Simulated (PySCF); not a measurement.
Compound: AlI₃.
Bonds: Al1–I2, Al1–I3, Al1–I4.

Method: PBE0-D3(BJ)/def2-SVP geometry optimisation, gas phase, def2 core potentials past Kr (PySCF); density fitting, grid level 1; the optimiser is geomeTRIC in internal coordinates, started from a GFN2-xTB structure with every atom displaced at random (about 0.03 Å).

Step 0: E = -30900.3525 eV
```
atom  x, y, z in Å  |  force x, y, z in eV/Å
Al1     0.0613   -0.0769    0.0117   -0.763   1.498  -0.069
I2      2.4951   -0.0427    0.0077    0.132   0.028   0.014
I3     -1.2913    2.1833   -0.0445    0.788  -1.261   0.040
I4     -1.1818   -2.1542   -0.0054   -0.157  -0.266   0.015
```

Step 1: E = -30900.4994 eV
```
atom  x, y, z in Å  |  force x, y, z in eV/Å
Al1     0.0287   -0.0335   -0.0252    0.128  -0.287   0.043
I2      2.4744    0.0261    0.0190    0.065  -0.057  -0.013
I3     -1.1915    2.0529   -0.0303   -0.232   0.398  -0.015
I4     -1.2284   -2.1359    0.0061    0.039  -0.054  -0.016
```

Step 2: E = -30900.5089 eV
```
atom  x, y, z in Å  |  force x, y, z in eV/Å
Al1     0.0335   -0.0334    0.0081   -0.111   0.146  -0.041
I2      2.4849   -0.0005    0.0081   -0.019  -0.019   0.011
I3     -1.2224    2.0886   -0.0418    0.092  -0.123   0.018
I4     -1.2126   -2.1452   -0.0049    0.037  -0.005   0.012
```

Q: Estimate the geometry and energy of step 3. (The exact step hangs on the optimiser's Hessian estimate; all steps are aligned on step 2, rigid shifts and turns removed.)

A: E = -30900.5108 eV, largest force 0.078 eV/Å
```
atom  x, y, z in Å  |  force x, y, z in eV/Å
Al1     0.0300   -0.0284   -0.0140   -0.055   0.053   0.015
I2      2.4805   -0.0035    0.0155   -0.001  -0.012  -0.005
I3     -1.2196    2.0855   -0.0345    0.033  -0.026  -0.003
I4     -1.2076   -2.1440    0.0025    0.023  -0.015  -0.007
```

The energy changes by -0.0018 eV. The first-order estimate −F·Δx gives -0.0033 eV and the mean of the old and new forces, exact on a quadratic surface, -0.0018 eV. The step makes an angle of 61° with the force vector and moves no atom by more than 0.023 Å.

The cost below is that of the whole optimisation. Time: 40 s; peak memory 0.39 GiB. Hardware: an Arm Neoverse V1 with one thread (shared host).
